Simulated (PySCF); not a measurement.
## Low-lying terms of Mn⁷⁺ (manganese, charge +7)

Ground state [Ar], ¹S. All numbers are calculated (PySCF 2.14, the spin-free X2C one-electron Hamiltonian (Gaussian nucleus), in x2c-TZVPall with one added diffuse shell each of s, p, d type (7s6p5d1f, 57 functions)). Vertical excitation energies in eV without spin-orbit coupling; excited terms of each kind are numbered among those the solver found. Frozen: [Ne].

```tsv
term	leading excitation	EOM-EE-CCSD
1 3P°	3p → d	47.138
1 3F°	3p → d	49.448
1 1D°	3p → d	52.726
1 3D°	3p → d	52.915
1 1F°	3p → d	53.286
1 1P°	3p → d	68.413
1 3D	3s → d	83.545
1 1D	3s → d	86.160
1 3S	3p → p	108.86
```

The solver can miss terms.
